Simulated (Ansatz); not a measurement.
Ansatz (an electronic-structure program) input (HF/3-21G): The .json file is the Basis Set Exchange's 3-21G.

Ansatz 0.2 input:
```yaml
crystal:
  periodic: [false, false, false]
  atoms:
    - {symbol: S, position_ang: [1.66546085, -0.86117634, -0.00275555]}
    - {symbol: B, position_ang: [0.16767795, 0.11313822, 0.06394365]}
    - {symbol: S, position_ang: [-0.30544577, 1.78611793, 0.48153686]}
    - {symbol: S, position_ang: [-1.40428416, -0.93874374, -0.58349460]}
    - {symbol: H, position_ang: [2.59575245, 0.03345007, 0.39616674]}
    - {symbol: H, position_ang: [0.88274635, 2.33433596, 0.81708768]}
    - {symbol: H, position_ang: [-1.19671006, -2.17241647, -0.07807534]}
    - {symbol: H, position_ang: [-2.41187327, -0.54022620, 0.22051533]}
basis:
  gaussian:
    orbitals: 3-21G.json
hamiltonian:
  xc: {name: HF}
total_charge: 1
phonons: {temperatures: {t_min: 298.15, t_max: 298.15, t_step: 100}}
```

Output:

```
Functional definition: HF
integrals: 0.01 GiB planned
694 factors; integrals over basis functions are off by at most 2.0e-4 eV
mean field: 0.15 GiB planned
mean field evaluation 1: about -33013.1138 eV, gradient 2.1e1 eV
mean field evaluation 2: about -33013.3695 eV, gradient 2.1e1 eV
mean field evaluation 4: about -33015.1749 eV, gradient 1.9e0 eV
mean field evaluation 8: about -33015.1918 eV, gradient 6.4e-5 eV
mean field -33015.19179216 eV, -1213.2859198611 hartree, gradient 2.5e-5 eV, S^2 0.000000; 0 other end points of the search recorded, 0 dependent functions left out
the calculation of the forces begins
reference -33015.19179216 eV, -1213.2859198611 hartree; 28, 28 occupied and 28, 28 virtual orbitals, 694 factors
these checks for a lower state are left out or cut short: stability, starts, cluster_reference, orbital_swaps, neighbouring_geometries, increment
integrals: 0.01 GiB planned
694 factors; integrals over basis functions are off by at most 2.0e-4 eV
mean field: 0.15 GiB planned
mean field evaluation 16: about -33015.1917 eV, gradient 3.1e-3 eV
mean field -33015.19170233 eV, -1213.2859165600 hartree, gradient 2.4e-6 eV, S^2 0.000000; 0 other end points of the search recorded, 0 dependent functions left out
the calculation of the forces begins
reference -33015.19170233 eV, -1213.2859165600 hartree; 28, 28 occupied and 28, 28 virtual orbitals, 694 factors
these checks for a lower state are left out or cut short: stability, starts, cluster_reference, orbital_swaps, neighbouring_geometries, increment
integrals: 0.01 GiB planned
694 factors; integrals over basis functions are off by at most 2.0e-4 eV
mean field: 0.15 GiB planned
mean field -33015.19170264 eV, -1213.2859165713 hartree, gradient 2.4e-6 eV, S^2 0.000000; 0 other end points of the search recorded, 0 dependent functions left out
the calculation of the forces begins
reference -33015.19170264 eV, -1213.2859165713 hartree; 28, 28 occupied and 28, 28 virtual orbitals, 694 factors
these checks for a lower state are left out or cut short: stability, starts, cluster_reference, orbital_swaps, neighbouring_geometries, increment
integrals: 0.01 GiB planned
694 factors; integrals over basis functions are off by at most 2.0e-4 eV
mean field: 0.15 GiB planned
mean field evaluation 32: about -33014.8804 eV, gradient 1.7e-3 eV
mean field -33015.19172536 eV, -1213.2859174064 hartree, gradient 2.4e-6 eV, S^2 0.000000; 0 other end points of the search recorded, 0 dependent functions left out
the calculation of the forces begins
reference -33015.19172536 eV, -1213.2859174064 hartree; 28, 28 occupied and 28, 28 virtual orbitals, 694 factors
these checks for a lower state are left out or cut short: stability, starts, cluster_reference, orbital_swaps, neighbouring_geometries, increment
integrals: 0.01 GiB planned
694 factors; integrals over basis functions are off by at most 2.0e-4 eV
mean field: 0.15 GiB planned
mean field -33015.19171897 eV, -1213.2859171716 hartree, gradient 2.4e-6 eV, S^2 0.000000; 0 other end points of the search recorded, 0 dependent functions left out
the calculation of the forces begins
reference -33015.19171897 eV, -1213.2859171716 hartree; 28, 28 occupied and 28, 28 virtual orbitals, 694 factors
these checks for a lower state are left out or cut short: stability, starts, cluster_reference, orbital_swaps, neighbouring_geometries, increment
integrals: 0.01 GiB planned
694 factors; integrals over basis functions are off by at most 2.0e-4 eV
mean field: 0.15 GiB planned
mean field -33015.19178093 eV, -1213.2859194485 hartree, gradient 2.4e-6 eV, S^2 0.000000; 0 other end points of the search recorded, 0 dependent functions left out
the calculation of the forces begins
reference -33015.19178093 eV, -1213.2859194485 hartree; 28, 28 occupied and 28, 28 virtual orbitals, 694 factors
these checks for a lower state are left out or cut short: stability, starts, cluster_reference, orbital_swaps, neighbouring_geometries, increment
integrals: 0.01 GiB planned
694 factors; integrals over basis functions are off by at most 2.0e-4 eV
mean field: 0.15 GiB planned
mean field evaluation 64: about -33015.1918 eV, gradient 1.2e-4 eV
mean field -33015.19177910 eV, -1213.2859193811 hartree, gradient 2.4e-6 eV, S^2 0.000000; 0 other end points of the search recorded, 0 dependent functions left out
the calculation of the forces begins
reference -33015.19177910 eV, -1213.2859193811 hartree; 28, 28 occupied and 28, 28 virtual orbitals, 694 factors
these checks for a lower state are left out or cut short: stability, starts, cluster_reference, orbital_swaps, neighbouring_geometries, increment
integrals: 0.01 GiB planned
694 factors; integrals over basis functions are off by at most 2.0e-4 eV
mean field: 0.15 GiB planned
[...]
the calculation of the forces begins
reference -33015.19171245 eV, -1213.2859169320 hartree; 28, 28 occupied and 28, 28 virtual orbitals, 694 factors
these checks for a lower state are left out or cut short: stability, starts, cluster_reference, orbital_swaps, neighbouring_geometries, increment
integrals: 0.01 GiB planned
694 factors; integrals over basis functions are off by at most 2.0e-4 eV
mean field: 0.15 GiB planned
mean field -33015.19174898 eV, -1213.2859182743 hartree, gradient 2.4e-6 eV, S^2 0.000000; 0 other end points of the search recorded, 0 dependent functions left out
the calculation of the forces begins
reference -33015.19174898 eV, -1213.2859182743 hartree; 28, 28 occupied and 28, 28 virtual orbitals, 694 factors
these checks for a lower state are left out or cut short: stability, starts, cluster_reference, orbital_swaps, neighbouring_geometries, increment
integrals: 0.01 GiB planned
694 factors; integrals over basis functions are off by at most 2.0e-4 eV
mean field: 0.15 GiB planned
mean field evaluation 160: about -33015.1917 eV, gradient 2.4e-6 eV
mean field -33015.19174973 eV, -1213.2859183019 hartree, gradient 2.4e-6 eV, S^2 0.000000; 0 other end points of the search recorded, 0 dependent functions left out
the calculation of the forces begins
reference -33015.19174973 eV, -1213.2859183019 hartree; 28, 28 occupied and 28, 28 virtual orbitals, 694 factors
these checks for a lower state are left out or cut short: stability, starts, cluster_reference, orbital_swaps, neighbouring_geometries, increment
integrals: 0.01 GiB planned
694 factors; integrals over basis functions are off by at most 2.0e-4 eV
mean field: 0.15 GiB planned
mean field -33015.19175268 eV, -1213.2859184102 hartree, gradient 2.4e-6 eV, S^2 0.000000; 0 other end points of the search recorded, 0 dependent functions left out
the calculation of the forces begins
reference -33015.19175268 eV, -1213.2859184102 hartree; 28, 28 occupied and 28, 28 virtual orbitals, 694 factors
these checks for a lower state are left out or cut short: stability, starts, cluster_reference, orbital_swaps, neighbouring_geometries, increment
integrals: 0.01 GiB planned
694 factors; integrals over basis functions are off by at most 2.0e-4 eV
mean field: 0.15 GiB planned
mean field -33015.19175642 eV, -1213.2859185479 hartree, gradient 2.4e-6 eV, S^2 0.000000; 0 other end points of the search recorded, 0 dependent functions left out
the calculation of the forces begins
reference -33015.19175642 eV, -1213.2859185479 hartree; 28, 28 occupied and 28, 28 virtual orbitals, 694 factors
these checks for a lower state are left out or cut short: stability, starts, cluster_reference, orbital_swaps, neighbouring_geometries, increment
integrals: 0.01 GiB planned
694 factors; integrals over basis functions are off by at most 2.0e-4 eV
mean field: 0.15 GiB planned
mean field -33015.19178339 eV, -1213.2859195388 hartree, gradient 2.4e-6 eV, S^2 0.000000; 0 other end points of the search recorded, 0 dependent functions left out
the calculation of the forces begins
reference -33015.19178339 eV, -1213.2859195388 hartree; 28, 28 occupied and 28, 28 virtual orbitals, 694 factors
these checks for a lower state are left out or cut short: stability, starts, cluster_reference, orbital_swaps, neighbouring_geometries, increment
integrals: 0.01 GiB planned
694 factors; integrals over basis functions are off by at most 2.0e-4 eV
mean field: 0.15 GiB planned
mean field evaluation 192: about -33015.1918 eV, gradient 9.6e-3 eV
mean field -33015.19178485 eV, -1213.2859195925 hartree, gradient 2.4e-6 eV, S^2 0.000000; 0 other end points of the search recorded, 0 dependent functions left out
the calculation of the forces begins
reference -33015.19178485 eV, -1213.2859195925 hartree; 28, 28 occupied and 28, 28 virtual orbitals, 694 factors
these checks for a lower state are left out or cut short: stability, starts, cluster_reference, orbital_swaps, neighbouring_geometries, increment
integrals: 0.01 GiB planned
694 factors; integrals over basis functions are off by at most 2.0e-4 eV
mean field: 0.15 GiB planned
mean field -33015.19178001 eV, -1213.2859194147 hartree, gradient 2.4e-6 eV, S^2 0.000000; 0 other end points of the search recorded, 0 dependent functions left out
the calculation of the forces begins
reference -33015.19178001 eV, -1213.2859194147 hartree; 28, 28 occupied and 28, 28 virtual orbitals, 694 factors
these checks for a lower state are left out or cut short: stability, starts, cluster_reference, orbital_swaps, neighbouring_geometries, increment
integrals: 0.01 GiB planned
694 factors; integrals over basis functions are off by at most 2.0e-4 eV
mean field: 0.15 GiB planned
mean field -33015.19177949 eV, -1213.2859193955 hartree, gradient 2.4e-6 eV, S^2 0.000000; 0 other end points of the search recorded, 0 dependent functions left out
the calculation of the forces begins
reference -33015.19177949 eV, -1213.2859193955 hartree; 28, 28 occupied and 28, 28 virtual orbitals, 694 factors
these checks for a lower state are left out or cut short: stability, starts, cluster_reference, orbital_swaps, neighbouring_geometries, increment
integrals: 0.01 GiB planned
694 factors; integrals over basis functions are off by at most 2.0e-4 eV
mean field: 0.15 GiB planned
mean field -33015.19172409 eV, -1213.2859173594 hartree, gradient 2.4e-6 eV, S^2 0.000000; 0 other end points of the search recorded, 0 dependent functions left out
the calculation of the forces begins
reference -33015.19172409 eV, -1213.2859173594 hartree; 28, 28 occupied and 28, 28 virtual orbitals, 694 factors
these checks for a lower state are left out or cut short: stability, starts, cluster_reference, orbital_swaps, neighbouring_geometries, increment
integrals: 0.01 GiB planned
694 factors; integrals over basis functions are off by at most 2.0e-4 eV
mean field: 0.15 GiB planned
mean field evaluation 224: about -33014.8774 eV, gradient 9.5e-1 eV
mean field -33015.19172632 eV, -1213.2859174416 hartree, gradient 2.4e-6 eV, S^2 0.000000; 0 other end points of the search recorded, 0 dependent functions left out
the calculation of the forces begins
reference -33015.19172632 eV, -1213.2859174416 hartree; 28, 28 occupied and 28, 28 virtual orbitals, 694 factors
these checks for a lower state are left out or cut short: stability, starts, cluster_reference, orbital_swaps, neighbouring_geometries, increment
integrals: 0.01 GiB planned
694 factors; integrals over basis functions are off by at most 2.0e-4 eV
mean field: 0.15 GiB planned
mean field -33015.19177802 eV, -1213.2859193414 hartree, gradient 2.4e-6 eV, S^2 0.000000; 0 other end points of the search recorded, 0 dependent functions left out
the calculation of the forces begins
reference -33015.19177802 eV, -1213.2859193414 hartree; 28, 28 occupied and 28, 28 virtual orbitals, 694 factors
these checks for a lower state are left out or cut short: stability, starts, cluster_reference, orbital_swaps, neighbouring_geometries, increment
integrals: 0.01 GiB planned
694 factors; integrals over basis functions are off by at most 2.0e-4 eV
mean field: 0.15 GiB planned
mean field -33015.19177651 eV, -1213.2859192860 hartree, gradient 2.4e-6 eV, S^2 0.000000; 0 other end points of the search recorded, 0 dependent functions left out
the calculation of the forces begins
reference -33015.19177651 eV, -1213.2859192860 hartree; 28, 28 occupied and 28, 28 virtual orbitals, 694 factors
Total energy: -33015.19179216 eV, -1213.2859198611 hartree
Atom 0 at     1.665461    -0.861176    -0.002756 Å, force    -0.000101     0.001317     0.000352 eV/Å
Atom 1 at     0.167678     0.113138     0.063944 Å, force    -0.000533    -0.000410     0.000071 eV/Å
Atom 2 at    -0.305446     1.786118     0.481537 Å, force     0.001265    -0.000518     0.000017 eV/Å
Atom 3 at    -1.404284    -0.938744    -0.583495 Å, force     0.000505     0.000512    -0.000740 eV/Å
Atom 4 at     2.595752     0.033450     0.396167 Å, force    -0.000183    -0.000773    -0.000281 eV/Å
Atom 5 at     0.882746     2.334336     0.817088 Å, force    -0.000828     0.000094    -0.000123 eV/Å
Atom 6 at    -1.196710    -2.172416    -0.078075 Å, force     0.000110    -0.000342     0.000310 eV/Å
Atom 7 at    -2.411873    -0.540226     0.220515 Å, force    -0.000235     0.000120     0.000394 eV/Å
Dipole moment:    -0.321096    -0.294120     0.301001 e Å
Vibrations: 52.94 213.79 237.32 318.98 366.07 373.32 397.51 630.28 730.82 776.25 886.57 1001.81 1095.68 1322.82 2627.33 2634.95 2639.18 2642.79 cm⁻¹, zero-point energy 1.174651 eV
```

The blocks after the first are displaced geometries, from whose forces the wavenumbers follow.

The dipole moment of an ion depends on the origin.
